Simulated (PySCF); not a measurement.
# `OC[C@@H]1[C@H]2C[C@]1(O)C2`, C6H10O2

Geometry:
| atom | x (Å) | y (Å) | z (Å) |
| --- | --- | --- | --- |
| O1 | 2.057 | 0.835 | -0.522 |
| C2 | 1.714 | -0.212 | 0.372 |
| C3 | 0.250 | -0.052 | 0.782 |
| C4 | -0.804 | -1.093 | 0.349 |
| C5 | -1.866 | 0.000 | 0.566 |
| C6 | -0.713 | 0.679 | -0.190 |
| O7 | -0.657 | 1.997 | -0.565 |
| C8 | -0.668 | -0.578 | -1.094 |
| H9 | 2.987 | 0.756 | -0.757 |
| H10 | 2.352 | -0.166 | 1.264 |
| H11 | 1.879 | -1.187 | -0.108 |
| H12 | 0.174 | 0.275 | 1.819 |
| H13 | -0.856 | -2.126 | 0.670 |
| H14 | -2.041 | 0.327 | 1.588 |
| H15 | -2.801 | -0.111 | 0.024 |
| H16 | 0.252 | 2.171 | -0.842 |
| H17 | 0.258 | -0.776 | -1.623 |
| H18 | -1.524 | -0.733 | -1.746 |

Method: PySCF 2.14.0, GIAO wB97X-D/pcSseg-1 magnetisability, rotational g tensor and spin-rotation constants, non-relativistic, gas phase. Geometry: GFN2-xTB.

Q: Give the nuclear spin-rotation constants along the inertial axes (H = +C I·J) beside the isotropic shieldings.

A: Rotational constants 3.2616, 2.0066, 1.5847 GHz. A star marks the isotopologue with that one atom substituted, in its own axes.
| atom | isotope | Caa (kHz) | Cbb (kHz) | Ccc (kHz) | mean (kHz) | σ (ppm) |
| --- | --- | --- | --- | --- | --- | --- |
| H9 | 1H | -0.022 | -0.265 | -0.188 | -0.158 | 31.5 |
| H10 | 1H | -0.156 | -0.186 | -0.002 | -0.115 | 27.5 |
| H11 | 1H | -0.299 | -0.075 | -0.024 | -0.133 | 27.6 |
| H12 | 1H | -0.360 | -0.231 | 0.077 | -0.171 | 29.5 |
| H13 | 1H | -0.335 | 0.062 | -0.183 | -0.152 | 29.9 |
| H14 | 1H | -0.322 | -0.237 | 0.047 | -0.171 | 30.2 |
| H15 | 1H | 0.019 | -0.220 | -0.129 | -0.110 | 30.0 |
| H16 | 1H | 0.046 | -0.208 | -0.173 | -0.112 | 28.6 |
| H17 | 1H | -0.018 | -0.223 | -0.088 | -0.110 | 29.3 |
| H18 | 1H | -0.096 | -0.226 | -0.067 | -0.130 | 30.0 |
| O1 | 17O* | -0.018 | -0.209 | -0.144 | -0.124 | 314.2 |
| C2 | 13C* | 0.745 | 0.358 | 0.373 | 0.492 | 120.0 |
| C3 | 13C* | 0.682 | 0.394 | 0.348 | 0.474 | 125.6 |
| C4 | 13C* | 0.442 | 0.334 | 0.232 | 0.336 | 163.4 |
| C5 | 13C* | 0.671 | 0.405 | 0.272 | 0.449 | 134.9 |
| C6 | 13C* | 0.804 | 0.350 | 0.377 | 0.510 | 117.0 |
| O7 | 17O* | -0.374 | -0.205 | -0.209 | -0.263 | 254.4 |
| C8 | 13C* | 0.624 | 0.347 | 0.336 | 0.435 | 136.0 |

For the geometry as given, no vibrational averaging.

Q: How do the rotational constants and the g tensor change when H9, H10, H11, H12, H13, H14, H15, H16, H17, H18 are replaced by deuterium?

A: Constants 2.7528, 1.6843, 1.3775 GHz; g -0.0193, 0.0036, -0.0069, against -0.0226, 0.0043, -0.0079 before.
